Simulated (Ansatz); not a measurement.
These are frozen-core CCSD(T)/cc-pVTZ // r2SCAN-D4/def2-TZVP in Ansatz (a quantum-chemistry and plane-wave program) values and carry that method's errors.

Ansatz 0.2 input:
```yaml
crystal:
  periodic: [false, false, false]
  atoms:
    - { symbol: C, position_ang: [-0.75555, -1.957415, 0.192848] }
    - { symbol: Ga, position_ang: [-0.046436, -0.126069, -0.014474] }
    - { symbol: Si, position_ang: [2.340916, 0.216379, 0.121616] }
    - { symbol: Si, position_ang: [-1.602623, 1.692477, -0.340159] }
    - { symbol: H, position_ang: [-0.812823, -2.410508, -0.80337] }
    - { symbol: H, position_ang: [-1.762711, -1.964264, 0.612892] }
    - { symbol: H, position_ang: [-0.103091, -2.58628, 0.800801] }
    - { symbol: H, position_ang: [2.737824, 0.248891, 1.56031] }
    - { symbol: H, position_ang: [2.799981, 1.492588, -0.491125] }
    - { symbol: H, position_ang: [3.104604, -0.895539, -0.512414] }
    - { symbol: H, position_ang: [-2.767559, 1.293755, -1.180021] }
    - { symbol: H, position_ang: [-0.990301, 2.902201, -0.953856] }
    - { symbol: H, position_ang: [-2.146183, 2.098852, 0.989472] }
basis:
  gaussian: { orbitals: cc-pVTZ }
correlation:
  method: ccsd_t
```

Output:

```
Functional definition: HF
1537 factors; integrals over basis functions are off by at most 1.2e-3 eV
mean field evaluation 1: about -69230.3821 eV, gradient 3.0e1 eV
mean field evaluation 2: about -69230.5137 eV, gradient 3.0e1 eV
mean field evaluation 4: about -69233.6128 eV, gradient 3.5e0 eV
mean field evaluation 8: about -69233.6783 eV, gradient 2.0e-1 eV
mean field evaluation 16: about -69232.9362 eV, gradient 1.3e1 eV
mean field -69233.67848400 eV, -2544.2907560142 hartree, gradient 2.8e-6 eV, S^2 0.000000; 0 other end points of the search recorded, 0 dependent functions left out
20 core orbitals not correlated
reference -69233.67848400 eV, -2544.2907560142 hartree; 17, 17 occupied and 230, 230 virtual orbitals, 1537 factors
second order -16.32933425 eV of doubles, -0.00000000 eV of singles
cycle   1  -17.46016180 eV  change    -1.1e0 eV  update   1.1e-1
cycle   2  -18.08766545 eV  change   -6.3e-1 eV  update   3.4e-2
cycle   3  -18.17992691 eV  change   -9.2e-2 eV  update   1.5e-2
cycle   4  -18.17688919 eV  change    3.0e-3 eV  update   4.0e-3
cycle   5  -18.17505751 eV  change    1.8e-3 eV  update   1.3e-3
cycle   6  -18.17437643 eV  change    6.8e-4 eV  update   4.1e-4
cycle   7  -18.17434529 eV  change    3.1e-5 eV  update   1.2e-4
cycle   8  -18.17438402 eV  change   -3.9e-5 eV  update   4.5e-5
cycle   9  -18.17438515 eV  change   -1.1e-6 eV  update   1.6e-5
perturbative correction -0.73247716 eV, -0.0269180390 hartree
Total energy: -69252.58534631 eV, -2544.9855703884 hartree
```

Cost: around 10 core-minutes (rough).
